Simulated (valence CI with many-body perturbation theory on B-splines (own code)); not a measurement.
## Ge XX: calculated level list

Calculated by valence CI with perturbative core correlation (CI+MBPT): three valence electrons over a frozen Dirac-Fock core [Ne], radial functions for each j: 11 s, 11 p, 9 d, 7 f, 5 g, 2 h, 1 i, with the one-electron correlation potential Σ1 (screened to all orders), the two-electron term Σ2, the three-electron term Σ3, Breit, model QED; selected single and double excitations, second order for the rest (own B-spline code, finite nucleus).

No measured levels were compared; by estimate levels of excited configurations hold to 0.05 to 0.15 % of their energy, terms of the ground configuration to about 0.5 %.

Levels 46 to 67 of 67, with energies above the lowest level, 3s2 3p 2P°_1/2. "Leading %" is the weight of the configuration and term that name the level; weights of strongly mixed levels are sums over their largest components and can fall short. In the jj column 3d3/2^4 stands for four electrons in 3d with j = 3/2.

```csv
No.,Configuration,Term,J,E (cm⁻¹),Leading %,Second component,Leading jj
46,3p2 3d,4F,7/2,1428600,76,16 % 3p2 3d 4D,3p1/2 3p3/2 3d5/2 (84 %)
47,3p2 3d,4D,1/2,1435700,80,19 % 3p2 3d 2P,3p1/2 3p3/2 3d3/2 (97 %)
48,3p2 3d,4F,9/2,1444600,79,19 % 3p2 3d 2G,3p1/2 3p3/2 3d5/2 (76 %)
49,3p2 3d,4D,3/2,1454700,62,27 % 3p2 3d 2P,3p1/2 3p3/2 3d5/2 (66 %)
50,3p2 3d,4D,5/2,1455800,72,12 % 3p2 3d 4F,3p1/2 3p3/2 3d5/2 (50 %)
51,3p2 3d,2P,1/2,1482900,69,18 % 3p2 3d 4D,3p3/2^2 3d5/2 (57 %)
52,3p2 3d,4D,7/2,1483500,60,18 % 3p2 3d 2G,3p3/2^2 3d5/2 (47 %)
53,3p2 3d,2G,7/2,1487000,64,16 % 3p2 3d 4D,3p1/2 3p3/2 3d3/2 (33 %)
54,3p2 3d,4P,5/2,1496900,50,40 % 3p2 3d 2D,3p1/2 3p3/2 3d5/2 (70 %)
55,3p2 3d,4P,3/2,1504200,41,37 % 3p2 3d 2D,3p1/2 3p3/2 3d3/2 (71 %)
56,3p2 3d,2G,9/2,1505600,70,21 % 3p2 3d 4F,3p3/2^2 3d5/2 (73 %)
57,3p2 3d,4P,1/2,1521000,81,10 % 3p2 3d 2P,3p1/2 3p3/2 3d3/2 (55 %)
58,3p2 3d,4P,3/2,1532000,45,39 % 3p2 3d 2D,3p3/2^2 3d3/2 (74 %)
59,3p2 3d,2D,5/2,1532000,49,38 % 3p2 3d 4P,3p3/2^2 3d3/2 (34 %)
60,3p2 3d,2P,1/2,1558100,67,18 % 3s 3d2 2P,3p1/2 3p3/2 3d5/2 (68 %)
61,3p2 3d,2D,3/2,1559100,66,12 % 3p2 3d 2P,3p1/2 3p3/2 3d5/2 (53 %)
62,3p2 3d,2F,5/2,1585000,73,13 % 3s 3d2 2F,3p1/2 3p3/2 3d5/2 (30 %)
63,3p2 3d,2P,3/2,1592100,50,18 % 3p2 3d 2D,3p3/2^2 3d5/2 (53 %)
64,3p2 3d,2S,1/2,1593200,73,10 % 3p2 3d 4P,3p3/2^2 3d5/2 (36 %)
65,3p2 3d,2F,7/2,1607700,85,12 % 3s 3d2 2F,3p3/2^2 3d3/2 (45 %)
66,3p2 3d,2D,5/2,1610300,87,6 % 3s 3d2 2D,3p3/2^2 3d5/2 (78 %)
67,3s 3d2,4F,3/2,1620300,100,,3s 3d3/2^2 (70 %)
```

Names give the largest LS component (configuration and term), which can be under half, so a name can repeat, a term be missing and a line seem to break the LS rules; names also repeat where a configuration has a term twice.

Where two levels of one J and parity lie close, their mixing, g and order are uncertain.
